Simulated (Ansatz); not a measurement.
## A barrier at the coupled-cluster level

Start structure (TiH2SeF4, singlet), relaxed at PBE0-D4/def2-TZVP:

```
atom    x (Å)    y (Å)    z (Å)
 Ti1  -0.9338  -0.0927  -0.6391
  F2  -0.6520  -1.4783   0.3977
  F3   0.1943   0.0915  -1.9691
  F4  -1.4169   1.3768   0.1869
  F5  -2.4013  -0.5457  -1.4658
  H6   1.2082   0.3822   2.1186
 Se7   1.6623   0.7775   0.7799
  H8   2.3393  -0.5111   0.5911
```

The step: TiF₄ ([F][Ti]([F])([F])[F]) + H₂Se → TiHSeF₃ ([F][Ti]([F])([F])[SeH]) + HF (still joined by a long Ti–F bond); bonds formed: F2–H6; dative contacts that become bonds: Ti1–Se7; bonds broken: H6–Se7; bonds weakened to dative contacts: Ti1–F2. Program: Ansatz 0.2.0. Basis: def2-TZVPP and def2-QZVPP. Cores are frozen in the correlated methods. Filled d shells of the heavier atoms are correlated. The def2 sets are not built for correlating such inner shells, so the correlated values are less sure here. Extrapolation: Hartree–Fock as exp(−7.88 √X), correlation as X^−2.97. Energies below are by CCSD(T) at an estimated basis limit (MP2 extrapolated from triple and quadruple zeta, plus CCSD(T) − MP2 in triple zeta).

Task: What are the electronic barrier and the energy of the step, from the start structure to the end structure? (Judge from chemistry; the value comes from the calculation.)

Result: The calculation gives: Barrier 25.16 kcal/mol; step energy 17.51 kcal/mol (uphill); reverse barrier, their difference, 7.66 kcal/mol. Barrier and step energy count from the start structure, the reverse barrier from the end structure.

The saddle point: One imaginary mode of 687i cm⁻¹.
| pair | start (Å) | saddle (Å) | end (Å) |
| --- | --- | --- | --- |
| Ti1–Se7 | 3.08 | 2.70 | 2.48 |
| F2–H6 | 3.14 | 1.20 | 0.94 |
| Ti1–F2 | 1.75 | 2.00 | 2.49 |
| H6–Se7 | 1.47 | 1.70 | 2.37 |

Zero-point energy (harmonic, PBE0-D4): ZPE is 15.87 kcal/mol at the start and 14.49 kcal/mol at the saddle, so the barrier goes from 25.16 to 23.79 kcal/mol.

The T1 diagnostic stays at or below 0.022.

Exchanges of this kind with a chalcogen hydride build sulfide and selenide films.

Labels in which every atom is bracketed show which atoms are joined, not bond orders.

For scale, one of the runs: CCSD(T)/def2-TZVPP, 264 basis functions, launched by `ansatz run in.yaml --threads 4 --pin off --events-out ev --progress --plain --max-ram 66560MiB --backend cuda --devices 0, --max-vram 37GiB`. The run took 8 s on 4 CPU threads of an AMD EPYC 7R13 and a share of one NVIDIA H100 (shared host), with 0.85 GiB of host memory at its peak.
